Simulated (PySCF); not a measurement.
# Radial density of Ag (silver, neutral)

TPSSh, [Kr] 4d9 5s1 5p1, one real determinant (an excited configuration). All numbers are calculated (PySCF 2.14, a scalar-relativistic core potential, in aug-cc-pVDZ-PP with ECP28MDF (5s5p4d2f, 54 functions)). This is the valence pseudo-density: the core potential removes the inner electrons and smooths the orbitals near the nucleus.

| r (bohr) | 4πr²ρ (e/bohr) | 4πr²(ρα − ρβ) |
| --- | --- | --- |
| 0.0201 | 1.438e-05 | 0.0000 |
| 0.0338 | 3.644e-05 | 0.0000 |
| 0.0568 | 9.303e-05 | 0.0000 |
| 0.0955 | 0.0004815 | 0.0000 |
| 0.161 | 0.006079 | 0.0005 |
| 0.270 | 0.1076 | 0.0077 |
| 0.454 | 2.529 | 0.1344 |
| 0.764 | 16.71 | 0.7459 |
| 1.29 | 11.41 | 0.7552 |
| 2.16 | 2.379 | 0.7927 |
| 3.64 | 0.6043 | 0.5186 |
| 6.12 | 0.08938 | 0.0889 |
| 10.3 | 0.002228 | 0.0022 |

⟨L²⟩ = 8.02 against 12 for a pure F term, so this real determinant mixes terms. Energies and moments cover only the electrons outside the core potential.
